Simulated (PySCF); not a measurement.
PySCF input file for silyl(silyloxy)silane (H₈OSi₃), SMILES [SiH3]O[SiH2][SiH3], TDDFT-PBE/def2-SVPD. The structure is a stationary point at TPSSh-D3(BJ)/def2-SVP. One conformer was computed; it need not be the lowest.

```python
import numpy as np
from pyscf import gto, scf, dft, tdscf

mol = gto.M(
    atom='''
    Si    1.75045618    1.13872281    0.60024938
    O     1.18757037   -0.28727571   -0.04056295
    Si   -0.14469455   -1.07624772   -0.66209975
    Si   -2.13168936   -0.02313005    0.04075142
    H     2.40232248    1.95353255   -0.45932517
    H     2.73741962    0.82850962    1.66493511
    H     0.61792738    1.91500865    1.18126002
    H    -0.07208127   -1.07939038   -2.15091925
    H    -0.11286615   -2.48829435   -0.19340181
    H    -2.18759699    1.37893628   -0.46279293
    H    -3.31102082   -0.76669504   -0.48865548
    H    -2.21167877    0.00576775    1.52878851
    ''',
    basis='def2-SVPD',
    charge=0,
    spin=0,
    max_memory=1600,
    verbose=4,
)
mf = dft.RKS(mol, xc='pbe').density_fit(auxbasis='def2-universal-jkfit')
mf.grids.level = 3
mf.conv_tol = 1e-9
mf.max_cycle = 100
mf.kernel()
mf.grids = dft.Grids(mol).set(level=1).build(with_non0tab=True)  # coarser grid for the response kernel
td = tdscf.TDDFT(mf)
td.singlet = True
td.nstates = 10
td.conv_tol = 1e-4
td.positive_eig_threshold = 1e-6
td.kernel(x0=td.get_init_guess(mf, 15))
td.analyze()
tt = tdscf.TDA(mf)
tt.singlet = False
tt.nstates = 4
tt.conv_tol = 1e-4
tt.positive_eig_threshold = 1e-6
tt.kernel(x0=tt.get_init_guess(mf, 9))
tt.analyze(verbose=3)
```

Log of the run:

```
PySCF version 2.14.0

[INPUT] verbose = 4
[INPUT] num. atoms = 12
[INPUT] num. electrons = 58
[INPUT] charge = 0
[INPUT] spin (= nelec alpha-beta = 2S) = 0
[INPUT] symmetry False subgroup None
[INPUT] Mole.unit = angstrom
[INPUT] Symbol           X                Y                Z      unit          X                Y                Z       unit  Magmom
[INPUT]  1 Si     1.750456180000   1.138722810000   0.600249380000 AA    3.307882773252   2.151874242695   1.134306934640 Bohr   0.0
[INPUT]  2 O      1.187570370000  -0.287275710000  -0.040562950000 AA    2.244182752948  -0.542872414140  -0.076652866304 Bohr   0.0
[INPUT]  3 Si    -0.144694550000  -1.076247720000  -0.662099750000 AA   -0.273433071217  -2.033813432988  -1.251187194643 Bohr   0.0
[INPUT]  4 Si    -2.131689360000  -0.023130050000   0.040751420000 AA   -4.028309073049  -0.043709459747   0.077009022987 Bohr   0.0
[INPUT]  5 H      2.402322480000   1.953532550000  -0.459325170000 AA    4.539731550086   3.691641494923  -0.867998773419 Bohr   0.0
[INPUT]  6 H      2.737419620000   0.828509620000   1.664935110000 AA    5.172973369811   1.565656273367   3.146271373073 Bohr   0.0
[INPUT]  7 H      0.617927380000   1.915008650000   1.181260020000 AA    1.167713513070   3.618841874673   2.232257919698 Bohr   0.0
[INPUT]  8 H     -0.072081270000  -1.079390380000  -2.150919250000 AA   -0.136213859011  -2.039752199690  -4.064648298555 Bohr   0.0
[INPUT]  9 H     -0.112866150000  -2.488294350000  -0.193401810000 AA   -0.213286112234  -4.702194838803  -0.365476452895 Bohr   0.0
[INPUT] 10 H     -2.187596990000   1.378936280000  -0.462792930000 AA   -4.133959182023   2.605811912427  -0.874551890085 Bohr   0.0
[INPUT] 11 H     -3.311020820000  -0.766695040000  -0.488655480000 AA   -6.256922542533  -1.448843646662  -0.923425026468 Bohr   0.0
[INPUT] 12 H     -2.211678770000   0.005767750000   1.528788510000 AA   -4.179467150815   0.010899467855   2.888991586282 Bohr   0.0

nuclear repulsion = 277.092823439223
number of shells = 71
number of NR pGTOs = 239
number of NR cGTOs = 159
basis = def2-SVPD
ecp = {}


******** <class 'pyscf.df.df_jk.DFRKS'> ********
method = DFRKS
initial guess = minao
damping factor = 0
level_shift factor = 0
DIIS = <class 'pyscf.scf.diis.CDIIS'>
diis_start_cycle = 1
diis_space = 8
diis_damp = 0
SCF conv_tol = 1e-09
SCF conv_tol_grad = None
SCF max_cycles = 100
direct_scf = False
XC library pyscf.dft.libxc version 7.1.2
    S. Lehtola, C. Steigemann, M. J. T. Oliveira, and M. A. L. Marques,  SoftwareX 7, 1–5 (2018)
XC functionals = pbe
    J. P. Perdew, K. Burke, and M. Ernzerhof,  Phys. Rev. Lett. 77, 3865 (1996)
    J. P. Perdew, K. Burke, and M. Ernzerhof,  Phys. Rev. Lett. 78, 1396 (1997)
    J. P. Perdew, K. Burke, and M. Ernzerhof,  Phys. Rev. Lett. 77, 3865 (1996)
    J. P. Perdew, K. Burke, and M. Ernzerhof,  Phys. Rev. Lett. 78, 1396 (1997)
radial grids:
    Treutler-Ahlrichs [JCP 102, 346 (1995); DOI:10.1063/1.469408] (M4) radial grids

becke partition: Becke, JCP 88, 2547 (1988); DOI:10.1063/1.454033
pruning grids: <function nwchem_prune>
grids dens level: 3
symmetrized grids: False
atomic radii adjust function: <function treutler_atomic_radii_adjust>
small_rho_cutoff = 0
Set gradient conv threshold to 3.16228e-05
Initial guess from minao.
tot grids = 150088
init E= -947.564041636661
  HOMO = -0.297308879320013  LUMO = -0.0898074174119494  gap/eV = 5.64640
cycle= 1 E= -947.561150650776  delta_E= 0.00289  |g|= 0.807  |ddm|= 3.84
  HOMO = -0.113086249774972  LUMO = -0.0305750955302377  gap/eV = 2.24524
cycle= 2 E= -946.667204817389  delta_E= 0.894  |g|= 2.17  |ddm|= 2.54
  HOMO = -0.249257978622253  LUMO = -0.0558239325243788  gap/eV = 5.26361
cycle= 3 E= -947.68191703098  delta_E= -1.01  |g|= 0.124  |ddm|= 2.07
  HOMO = -0.245567775883671  LUMO = -0.0501355678507762  gap/eV = 5.31798
cycle= 4 E= -947.686103601878  delta_E= -0.00419  |g|= 0.0636  |ddm|= 0.406
  HOMO = -0.250473263017267  LUMO = -0.0546189154719063  gap/eV = 5.32947
cycle= 5 E= -947.687729908982  delta_E= -0.00163  |g|= 0.0122  |ddm|= 0.134
  HOMO = -0.248987324443299  LUMO = -0.053356822075763  gap/eV = 5.32338
cycle= 6 E= -947.687783248588  delta_E= -5.33e-05  |g|= 0.00274  |ddm|= 0.025
  HOMO = -0.249159454725554  LUMO = -0.0534172384430787  gap/eV = 5.32642
cycle= 7 E= -947.687785592606  delta_E= -2.34e-06  |g|= 0.000593  |ddm|= 0.00491
  HOMO = -0.249135890277989  LUMO = -0.0534220695435059  gap/eV = 5.32564
cycle= 8 E= -947.687785697156  delta_E= -1.05e-07  |g|= 0.000139  |ddm|= 0.00122
  HOMO = -0.249160231149859  LUMO = -0.0534363640395257  gap/eV = 5.32592
cycle= 9 E= -947.687785703793  delta_E= -6.64e-09  |g|= 2.68e-05  |ddm|= 0.000294
  HOMO = -0.249159593507992  LUMO = -0.0534353949637074  gap/eV = 5.32593
cycle= 10 E= -947.68778570401  delta_E= -2.17e-10  |g|= 9.63e-06  |ddm|= 6.83e-05
  HOMO = -0.249159365976463  LUMO = -0.053435453976451  gap/eV = 5.32592
Extra cycle  E= -947.687785703997  delta_E= 1.27e-11  |g|= 1.34e-05  |ddm|= 3.85e-05
converged SCF energy = -947.687785703997
tot grids = 44192
Overwritten attributes  positive_eig_threshold  of <class 'pyscf.tdscf.rks.CasidaTDDFT'>


******** <class 'pyscf.tdscf.rks.CasidaTDDFT'> for <class 'pyscf.df.df_jk.DFRKS'> ********
nstates = 10 singlet
deg_eia_thresh = 1.000e-03
wfnsym = None
conv_tol = 0.0001
eigh lindep = 1e-12
eigh level_shift = 0
eigh max_cycle = 100


Excitation energies (eV)
[5.51089097 5.88798171 6.50557053 6.63756485 6.69367947 6.82212486
 6.90963084 6.94959301 6.9630441  6.98855783]

** Singlet excitation energies and oscillator strengths **
Excited State   1:      5.51089 eV    224.98 nm  f=0.0056
      29 -> 30       -0.70003
Excited State   2:      5.88798 eV    210.57 nm  f=0.0002
      28 -> 30        0.70535
Excited State   3:      6.50557 eV    190.58 nm  f=0.0013
      29 -> 31        0.12091
      29 -> 32       -0.68289
Excited State   4:      6.63756 eV    186.79 nm  f=0.0127
      26 -> 30        0.11331
      27 -> 31        0.10653
      29 -> 31        0.65662
      29 -> 32        0.12025
Excited State   5:      6.69368 eV    185.23 nm  f=0.0020
      27 -> 30        0.65709
      29 -> 33        0.12117
      29 -> 34        0.20192
Excited State   6:      6.82212 eV    181.74 nm  f=0.1000
      25 -> 30        0.13149
      27 -> 30        0.13551
      28 -> 31        0.33645
      29 -> 33       -0.56339
Excited State   7:      6.90963 eV    179.44 nm  f=0.0212
      25 -> 30       -0.15597
      27 -> 30        0.13774
      28 -> 31        0.19989
      29 -> 33        0.16724
      29 -> 34       -0.60518
Excited State   8:      6.94959 eV    178.40 nm  f=0.0102
      26 -> 30        0.63136
      28 -> 32        0.23494
Excited State   9:      6.96304 eV    178.06 nm  f=0.0282
      26 -> 30        0.16088
      28 -> 31        0.32898
      28 -> 32       -0.55650
      29 -> 33        0.13172
      29 -> 34        0.12360
Excited State  10:      6.98856 eV    177.41 nm  f=0.0484
      26 -> 30        0.21359
      28 -> 31       -0.45336
      28 -> 32       -0.34555
      29 -> 33       -0.19647
      29 -> 34       -0.21107

** Transition electric dipole moments (AU) **
state          X           Y           Z        Dip. S.      Osc.
  1        -0.1093     -0.1432     -0.0938      0.0413      0.0056
  2         0.0256      0.0208      0.0186      0.0014      0.0002
  3         0.0740      0.0393      0.0293      0.0079      0.0013
  4        -0.0768      0.1389     -0.2300      0.0781      0.0127
  5        -0.1114      0.0031     -0.0062      0.0125      0.0020
  6         0.6855     -0.2270     -0.2771      0.5982      0.1000
  7        -0.3523      0.0183      0.0280      0.1252      0.0212
  8        -0.0410     -0.0068      0.2406      0.0596      0.0102
  9        -0.2116      0.3304     -0.1054      0.1650      0.0282
 10         0.2916     -0.3085     -0.3206      0.2830      0.0484

** Transition velocity dipole moments (imaginary part, AU) **
state          X           Y           Z        Dip. S.      Osc.
  1        -0.0186     -0.0331     -0.0234      0.0020      0.0065
  2         0.0051      0.0098     -0.0036      0.0001      0.0004
  3         0.0174      0.0070      0.0061      0.0004      0.0011
  4        -0.0193      0.0365     -0.0595      0.0053      0.0144
  5        -0.0301      0.0041      0.0004      0.0009      0.0025
  6         0.1789     -0.0603     -0.0733      0.0410      0.1091
  7        -0.0957      0.0036      0.0070      0.0092      0.0242
  8        -0.0106     -0.0012      0.0650      0.0043      0.0113
  9        -0.0564      0.0906     -0.0330      0.0125      0.0325
 10         0.0769     -0.0819     -0.0885      0.0204      0.0531

** Transition magnetic dipole moments (imaginary part, AU) **
state          X           Y           Z
  1         0.0429      0.3022     -0.2983
  2         0.1706      0.2657      0.2409
  3         0.0383      0.2346     -0.2291
  4        -0.0001      0.1944      0.3845
  5        -0.0497      0.5915     -0.9108
  6        -0.0354      0.5454     -0.9450
  7        -0.0535     -0.2715      0.3619
  8         0.5755     -0.1750     -0.0236
  9         0.1130     -0.7845      0.0421
 10         0.0955      0.2538     -1.0135
Overwritten attributes  positive_eig_threshold  of <class 'pyscf.tdscf.rks.TDA'>


******** <class 'pyscf.tdscf.rks.TDA'> for <class 'pyscf.df.df_jk.DFRKS'> ********
nstates = 4 triplet
deg_eia_thresh = 1.000e-03
wfnsym = None
conv_tol = 0.0001
eigh lindep = 1e-12
eigh level_shift = 0
eigh max_cycle = 100


Excitation energies (eV)
[5.0550454  5.66055499 5.91660453 6.25315864]

** Triplet excitation energies and oscillator strengths **
Excited State   1:      5.05505 eV    245.27 nm  f=0.0000
Excited State   2:      5.66055 eV    219.03 nm  f=0.0000
Excited State   3:      5.91660 eV    209.55 nm  f=0.0000
Excited State   4:      6.25316 eV    198.27 nm  f=0.0000
```

Self-consistency was reached.

Cost: roughly 60 core-seconds.
